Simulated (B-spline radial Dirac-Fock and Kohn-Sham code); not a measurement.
# Relativistic shifts of the levels of Er²⁹⁺

System: Er²⁹⁺, configuration [Kr] 4d3.

Both columns are ΔSCF binding energies of the configuration average from a radial B-spline solver: non-relativistic Hartree-Fock with a point nucleus, and Dirac-Fock with a finite nucleus and the Coulomb interaction alone, averaged over the two j levels with weights 2j+1.

```csv
shell,Hartree-Fock (eV),Dirac-Fock (eV),shift (eV),shift (%)
1s,54927.5,58824.9,+3897.40,+7.10
2s,9853.0,10870.6,+1017.60,+10.33
2p,9434.1,9765.3,+331.19,+3.51
3s,3033.2,3283.4,+250.14,+8.25
3p,2844.9,2936.6,+91.67,+3.22
3d,2499.1,2484.6,-14.47,-0.58
4s,1309.0,1385.2,+76.20,+5.82
4p,1223.4,1252.3,+28.98,+2.37
4d,1087.5,1086.0,-1.58,-0.15
```

Relativity binds 1s, 2s, 2p, 3s, 3p, 4s, 4p more strongly, among those listed most of all 2s in relative terms, and 3d, 4d more weakly, because the contracted s and p shells screen the nucleus better.

Values without a named source are computed, but for edge energies of neutral atoms, which are taken from tables.
